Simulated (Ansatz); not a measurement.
Si₂GeH₈⁺, that is Ge(SiH3)2H2 with one electron fewer. The state is a doublet with charge 1. Geometry PBE-D4/def2-SVP, that of the neutral singlet; atoms count from 1.

| atom | x (Å) | y (Å) | z (Å) |
| --- | --- | --- | --- |
| Ge1 | 0.813 | -0.561 | -0.100 |
| Si2 | -0.139 | 0.105 | 1.993 |
| H3 | -0.160 | 1.607 | 2.084 |
| H4 | 0.653 | -0.441 | 3.151 |
| H5 | -1.553 | -0.402 | 2.090 |
| Si6 | -0.473 | 0.316 | -1.918 |
| H7 | -0.501 | 1.820 | -1.840 |
| H8 | -1.886 | -0.196 | -1.832 |
| H9 | 0.110 | -0.089 | -3.245 |
| H10 | 0.856 | -2.112 | -0.188 |
| H11 | 2.278 | -0.048 | -0.197 |

Q: Estimate the Mulliken populations from the PBE0/def2-TZVP orbitals of Ansatz.

A: 
```csv
atom,charge (e),spin (α − β)
Ge1,0.09,0.32
Si2,0.05,0.28
H3,0.08,0.01
H4,0.11,0.06
H5,0.08,0.01
Si6,0.05,0.28
H7,0.08,0.01
H8,0.08,0.01
H9,0.11,0.06
H10,0.13,-0.02
H11,0.13,-0.02
```
Mulliken values and Mayer orders depend strongly on the basis.

Q: Where does the spin sit?

A: Summed by element: Ge 0.32, Si 0.56, H 0.12, of 1 unpaired in all. Largest on single atoms: Ge1 0.32, Si2 0.28, Si6 0.28.

Q: And the Mayer bond orders between bonded heavy atoms (over 0.3)?

A: Ge1–Si2 0.72 (2.39 Å); Ge1–Si6 0.72 (2.39 Å).
